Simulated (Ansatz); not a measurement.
I3P (`IP(I)I`) at its PBE0-D4/def2-TZVP geometry, where that method's forces vanish. Total charge 0; spin multiplicity 1. I takes the def2 core potential.

```
atom   x (Å)   y (Å)   z (Å)
  I1  -1.481  -0.207   1.638
  P2  -0.521  -0.032  -0.605
  I3   0.809   2.016  -0.451
  I4   1.193  -1.777  -0.582
```

Problem. For each bond, give half the difference of the two atoms' forces along it (eV/Å; positive pushes the atoms apart) under PBE-D4, r2SCAN-D4, B3LYP-D4, ωB97M-V in def2-TZVPP. (Estimate.)

Solution. The calculation gave: 
```csv
bond,length (Å),PBE-D4,r2SCAN-D4,B3LYP-D4,ωB97M-V
I1–P2,2.447,0.25,0.15,0.29,-0.04
P2–I3,2.447,0.25,0.15,0.29,-0.04
P2–I4,2.447,0.25,0.15,0.29,-0.04
```

B3LYP here is the variant with VWN-RPA as its local correlation; programs differ in this.

Computed with Ansatz.
